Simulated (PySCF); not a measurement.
# Electronic absorption of C4H8F2Si

C4H8F2Si.
InChI=1S/C4H8F2Si/c5-3-1-2-4(6)7-3/h3-4H,1-2,7H2/t3-,4+

Computed, not measured: TDDFT CAM-B3LYP/def2-SVPD, vertical, gas phase, core orbitals frozen in the response in PySCF 2.14.0, density-fitted response routines. Geometry: GFN2-xTB, one conformer, isolated molecule.

Problem. What does the calculation give for the low-lying excited states?

Solution. 

```
state  E (eV)  λ (nm)  ν̃ (cm⁻¹)       f  |μ| (D)    main configurations (H = HOMO, L = LUMO)
   S1    7.07   175.4      57010  0.0097     0.60         H→L+2 (39%), H→L+1 (29%), H→L (16%)
   S2    7.33   169.1      59150   0.033     1.09                      H→L (65%), H→L+2 (16%)
   S3    7.45   166.3      60120   0.027     0.97                    H→L+1 (59%), H→L+2 (25%)
   S4    7.94   156.1      64080   0.025     0.91     H-1→L (41%), H-1→L+1 (26%), H→L+3 (13%)
   S5    8.24   150.5      66460   0.049     1.25  H-1→L+2 (42%), H-1→L+3 (12%), H-1→L+1 (8%)
   S6    8.27   150.0      66670   0.015     0.69   H-1→L+1 (32%), H-1→L+2 (26%), H-1→L (23%)
   S7    8.48   146.1      68430   0.111     1.85       H→L+3 (41%), H→L+4 (12%), H→L+2 (11%)
   S8    8.51   145.6      68670   0.013     0.64    H-2→L+1 (47%), H-2→L (23%), H-2→L+2 (9%)
```

Triplets (Tamm–Dancoff): T1 6.51 eV, H→L+1 (42%), H→L (36%); T2 6.78 eV, H→L+2 (61%), H→L (12%), H→L+3 (10%); T3 7.19 eV, H→L+1 (40%), H→L (34%), H→L+2 (10%).

The lowest singlet comes at 175 nm (682 kJ/mol) in the vacuum ultraviolet; it is weak; its leading configuration is HOMO→LUMO+2 (39%). The strongest level in the table is S7 at 8.48 eV (146 nm, f = 0.111). Löwdin shares by element: HOMO carbon 36% or more, silicon 19%, fluorine 15% or more (atoms not listed hold the other 30%); LUMO silicon 27%, carbon 18% or more, hydrogen 9% or more (atoms not listed hold the other 46%). Orbital energies (eV): HOMO-3 -11.01, HOMO-2 -10.82, HOMO-1 -10.26, HOMO -9.35, LUMO 1.03, LUMO+1 1.10, LUMO+2 1.46. The listed states span 1.45 eV, and the widest gap between neighbours is 0.49 eV (S3 to S4). Weighted by f, the mean energy of these states is 8.10 eV. The window holds the lowest 8 singlets.
